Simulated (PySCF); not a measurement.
Species: (F)3Zr-S-SiH3 (singlet state).
Bonds: Zr1–F2, Zr1–F3, Zr1–F4, Zr1–S5, S5–Si6. Hydrogens: H7, H8, H9 on Si6.

Method: PBE0-D3(BJ)/def2-SVP geometry optimisation, gas phase, def2 core potentials past Kr (PySCF); density fitting, grid level 1; the optimiser is geomeTRIC in internal coordinates, started from a GFN2-xTB structure with every atom displaced at random (about 0.03 Å).

Step 10: E = -28174.5310 eV
```
atom  x, y, z in Å  |  force x, y, z in eV/Å
Zr1     1.1782    1.1496   -0.0740   -0.072   0.003  -0.037
F2      0.3489    1.7270   -1.6822    0.029   0.010   0.070
F3      2.3802   -0.2589   -0.4789    0.056   0.010  -0.002
F4      2.0433    2.5993    0.7833    0.008  -0.046  -0.042
S5     -0.4617    0.3606    1.5349   -0.056  -0.055  -0.054
Si6    -1.2227   -1.1571    0.2068   -0.017   0.051   0.169
H7     -1.0933   -2.4934    0.8500    0.023  -0.003  -0.032
H8     -0.3941   -1.1268   -1.0431    0.001   0.030  -0.026
H9     -2.6460   -0.8697   -0.1225    0.027   0.000  -0.048
```

Step 11: E = -28174.5342 eV
```
atom  x, y, z in Å  |  force x, y, z in eV/Å
Zr1     1.1753    1.1371   -0.0805   -0.130  -0.021   0.010
F2      0.3620    1.7343   -1.6880    0.025   0.021   0.027
F3      2.3754   -0.2772   -0.4687    0.059  -0.017  -0.011
F4      2.0468    2.5753    0.7845    0.035  -0.002  -0.029
S5     -0.4884    0.3859    1.5268   -0.033  -0.061  -0.024
Si6    -1.2254   -1.1519    0.2132    0.011   0.087   0.116
H7     -1.0499   -2.4894    0.8416    0.017  -0.006  -0.026
H8     -0.4069   -1.0828   -1.0438    0.001   0.004  -0.026
H9     -2.6562   -0.9007   -0.1108    0.016  -0.005  -0.037
```

Step 12: E = -28174.5391 eV
```
atom  x, y, z in Å  |  force x, y, z in eV/Å
Zr1     1.1655    1.1125   -0.0845   -0.131  -0.069   0.061
F2      0.3424    1.7316   -1.6749    0.013   0.038  -0.056
F3      2.3896   -0.2839   -0.4699    0.018  -0.024  -0.017
F4      2.0448    2.5495    0.7680    0.055   0.052   0.000
S5     -0.5086    0.3977    1.5358    0.010  -0.042   0.021
Si6    -1.2230   -1.1420    0.2233    0.020   0.095   0.017
H7     -1.0330   -2.4820    0.8389    0.012  -0.026  -0.024
H8     -0.3969   -1.0471   -1.0317    0.016  -0.014   0.010
H9     -2.6482   -0.9057   -0.1308   -0.012  -0.010  -0.012
```

Step 13: E = -28174.5439 eV
```
atom  x, y, z in Å  |  force x, y, z in eV/Å
Zr1     1.1492    1.0892   -0.0848   -0.087  -0.089   0.056
F2      0.3257    1.7280   -1.6656    0.004   0.042  -0.084
F3      2.3870   -0.2982   -0.4696   -0.025  -0.001  -0.012
F4      2.0454    2.5278    0.7457    0.044   0.056   0.019
S5     -0.5291    0.4064    1.5516    0.039  -0.009   0.062
Si6    -1.2191   -1.1288    0.2325    0.026   0.049  -0.038
H7     -1.0118   -2.4757    0.8270   -0.003  -0.024  -0.018
H8     -0.3756   -1.0094   -1.0121    0.021  -0.011   0.014
H9     -2.6390   -0.9089   -0.1503   -0.019  -0.013   0.000
```

Task: Estimate the geometry and energy of step 14. (The exact step hangs on the optimiser's Hessian estimate; all steps are aligned on step 13, rigid shifts and turns removed.)

Result: E = -28174.5537 eV, largest force 0.120 eV/Å
```
atom  x, y, z in Å  |  force x, y, z in eV/Å
Zr1     1.1046    1.0336   -0.0841    0.006  -0.059  -0.017
F2      0.2592    1.7121   -1.6366   -0.009   0.024  -0.072
F3      2.3737   -0.3272   -0.4810   -0.076   0.041  -0.010
F4      2.0344    2.4837    0.6866    0.035   0.052   0.061
S5     -0.5552    0.4086    1.6066    0.077   0.051   0.077
Si6    -1.2002   -1.0961    0.2509   -0.014  -0.060  -0.058
H7     -0.9974   -2.4601    0.8061   -0.019  -0.032  -0.025
H8     -0.2930   -0.9411   -0.9522    0.024  -0.002   0.022
H9     -2.5933   -0.8829   -0.2219   -0.025  -0.015   0.021
```

The energy changes by -0.0098 eV. The first-order estimate −F·Δx gives -0.0063 eV and the mean of the old and new forces, exact on a quadratic surface, -0.0001 eV. The step makes an angle of 82° with the force vector and moves no atom by more than 0.123 Å.

The cost below is that of the whole optimisation. Time: 3.0 min; peak memory 0.51 GiB. Hardware: INTEL XEON PLATINUM 8581C at 2.10 GHz, one thread, no GPU, shared host with 80 logical CPUs at a one-minute load of 9.7.
